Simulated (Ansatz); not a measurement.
Cost and result up the ladder for the cluster GaCl3 (4 atoms). Total charge 0; singlet. Geometry: PBE0-D4/def2-SVP.

| atom | x (Å) | y (Å) | z (Å) |
| --- | --- | --- | --- |
| Ga1 | 0.0001 | -0.0002 | 0.0004 |
| Cl2 | 1.1442 | 0.2435 | 1.7694 |
| Cl3 | -1.1108 | 1.6310 | -0.7772 |
| Cl4 | -0.0336 | -1.8743 | -0.9926 |

Ansatz on 4 threads of Arm Neoverse V1 on a shared host. Times are rough, and most runs start from the orbitals of an earlier one. r2SCAN0-D4/def2-TZVP serves as the yardstick here, not as an exact answer. Differences are given only for rows in sets of like size (and for xTB, whose basis is part of the method), since another set adds its own error. Binding counts from free atoms at the same level (Ga doublet, Cl doublet; other spins of the atoms weren't run), without zero-point energy or a counterpoise term.

Correlated methods freeze 24 core orbitals; core or outer-core shells of Ga are correlated, in sets that lack core-valence functions. The structure comes from a short search, and lower isomers may exist.

Correlated methods converge slowly with the basis.

| level | functions | wall time | binding energy per atom (eV) | difference from r2SCAN0-D4/def2-TZVP (eV) |
| --- | --- | --- | --- | --- |
| LDA (SPW92)/def2-TZVP | 159 | 0.75 s | 3.28 | 0.43 |
| PBE0-D4/def2-SVP | 86 | 1 s | 2.87 | – |
| PBE-D4/def2-TZVP | 159 | 1.2 s | 2.89 | 0.03 |
| MP2/def2-TZVP | 159 | 1.4 s | 2.96 | 0.10 |
| PBE0-D4/def2-TZVP | 159 | 1.9 s | 2.86 | 0.01 |
| PBE-D4/def2-TZVPD | 192 | 2 s | 2.88 | 0.02 |
| BHLYP-D4/def2-TZVP | 159 | 2.1 s | 2.70 | -0.15 |
| RPA@PBE/def2-TZVP | 159 | 2.3 s | 2.49 | -0.36 |
| r2SCAN-D4/def2-TZVP | 159 | 3 s | 2.91 | 0.06 |
| PBE0-D4/def2-TZVPD | 192 | 3.1 s | 2.86 | 0.00 |
| B2PLYP/def2-TZVP | 159 | 3.1 s | 2.77 | -0.09 |
| r2SCAN0-D4/def2-TZVP | 159 | 3.8 s | 2.86 | 0.00 |
| r2SCAN-D4/def2-TZVPD | 192 | 4.3 s | 2.91 | 0.05 |
| CCSD(T)/def2-TZVPP | 174 | 33 s | 2.79 | -0.06 |
